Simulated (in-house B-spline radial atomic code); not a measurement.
# Functionals against successive ionisation energies: Eu to Eu³⁺

Ionisation energies as differences of self-consistent total energies from a B-spline radial code for spherical atoms: all electrons, radial basis limit, scalar-relativistic (one-electron X2C), spin-polarised at highest spin, spherical densities; exact exchange is averaged over the determinants of each configuration. No spin-orbit coupling, Breit or QED terms. NIST's values run from ground level to ground level, so in open shells the differences also hold multiplet and fine-structure energies that spherical high-spin averages miss. Columns give computed minus NIST, in eV; a star marks a semi-empirical value. Species are left out where the tabulated value is theory, is uncertain by more than 0.12 eV, or (13 ions, such as In⁴⁺, Te⁴⁺ and Bi⁴⁺) lies off its series for all methods alike, which flatters the means a little.

```
species  shell       NIST (eV)  LDA exchange-only   TPSS   SCAN  r2SCAN0   OLYP
     Eu     6s            5.67              -0.92  -0.21  -0.43    -0.37  -0.24
    Eu⁺     6s  11.24 ± 0.006*              -0.17  -0.04  +0.30    -0.06  -0.02
   Eu²⁺     4f   24.84 ± 0.03*              -0.10  +0.99  +1.46    +0.76  +1.60
   Eu³⁺     4f    42.94 ± 0.1*              +0.12  +1.33  +1.78    +1.33  +2.11
```

How do the methods rank, and which species is hardest?

Mean absolute (signed) differences: LDA exchange-only 0.33 (-0.27) eV; r2SCAN0 0.63 (+0.42) eV; TPSS 0.64 (+0.52) eV; OLYP 0.99 (+0.86) eV; SCAN 0.99 (+0.78) eV. For Eu, which loses a 6s electron, the nearest method is off by -0.21 eV, the largest such miss.
